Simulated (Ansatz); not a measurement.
Correlation energies of `F[C@@H]1C[C@H](F)O[C@H]1F` by basis set

Z-matrix (Å, degrees):
```
C
O 1 1.397
C 1 1.519 2 106.5
F 1 1.370 2 108.4 3 -119.1
H 1 1.092 2 109.0 3 125.1
C 2 1.382 1 111.7 3 7.0
C 3 1.513 1 102.7 2 -25.0
H 3 1.091 1 109.9 2 91.6
H 3 1.088 1 112.2 2 -146.5
F 6 1.378 2 109.1 1 -102.7
H 6 1.091 2 110.0 1 139.1
F 7 1.378 3 110.9 1 -83.9
H 7 1.090 3 114.8 1 152.6
```

Charge 0, multiplicity 1. Geometry: relaxed with PBE0-D4/def2-TZVP. Frozen core, restricted reference, the Gaussian-basis code of Ansatz.

```
     basis     HF (Eh)  MP2 corr.
  def2-SVP  -527.14557   -1.26135
def2-TZVPP  -527.78563   -1.62681
def2-QZVPP  -527.80832   -1.76092
```

Task: Estimate the CCSD correlation energy and the (T) correction in each basis where they were run (hartree).

Result: 
| basis | CCSD corr. | (T) |
| --- | --- | --- |
| def2-SVP | -1.30784 | -0.03254 |
